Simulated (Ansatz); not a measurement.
Reaction R1 → P1 + P2, each structure at its B3LYP-D3(BJ)/def2-TZVP stationary point, reached from a drawn start (curvature not checked).
R1: SiF4 (SMILES F[Si](F)(F)F), charge 0, multiplicity 1.
P1: F3Si (SMILES F[Si](F)F), charge 0, multiplicity 2.
P2: F atom, charge 0, multiplicity 2.

P less R. No zero-point or thermal terms; singlets are restricted closed shells; open shells are unrestricted; no spin–orbit coupling.

Correlated levels freeze the cores.

Codes used: Ansatz (a program for electronic structure) with Gaussian orbitals. No computed number here is a measurement.

PBE/def2-TZVPP gives 160.87 kcal/mol for the reaction energy.

**Question.** Where do these levels fall relative to PBE: r2SCAN/def2-TZVPP, B3LYP/def2-TZVPP, wB97M-V/def2-TZVPP, B2PLYP/def2-TZVPP, MP2/cc-pV(Q+d)Z, CCSD(T)/cc-pV(Q+d)Z.

**Answer.** r2SCAN/def2-TZVPP 0.57; B3LYP/def2-TZVPP -1.22; wB97M-V/def2-TZVPP 5.17; B2PLYP/def2-TZVPP 1.98; MP2/cc-pV(Q+d)Z 12.42; CCSD(T)/cc-pV(Q+d)Z 6.02 kcal/mol. 5 of 6 lie above PBE; the widest gap is to MP2/cc-pV(Q+d)Z.
